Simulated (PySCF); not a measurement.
Correlation energy of S²⁺ (sulfur, charge +2)

[Ne] 3s2 3p1 3d1, one real determinant (an excited configuration). Calculation: PySCF 2.14, in x2c-QZVPPall with one added diffuse shell each of s, p, d, f type (10s7p5d3f1g, 86 functions); the spin-free X2C one-electron Hamiltonian (Gaussian nucleus). Frozen: 1s2; 12 electrons correlated.

```json
{"level": "CCSD", "correlation energy (mhartree)": "-289.01"}
{"level": "(T)", "correlation energy (mhartree)": "-53.46"}
{"level": "CCSD(T)", "correlation energy (mhartree)": "-342.47"}
```

Diagnostics: T1 = 0.012, D1 = 0.0453, largest double amplitude 0.596.

The real determinant used has ⟨L²⟩ near 8 against 12 for a pure F term, so it mixes terms. The outer electron is Rydberg-like, and this basis confines it to a smaller radius and binds it less than a complete one would. A double-excitation amplitude exceeds 0.15, a sign of near-degeneracy.

Cost of the coupled-cluster step: of the order of 70 core-seconds, for 12 correlated electrons.

The reference is one real determinant that mixes LS terms of this configuration.

This basis was not built for core-valence correlation, so the inner-shell part is incomplete.
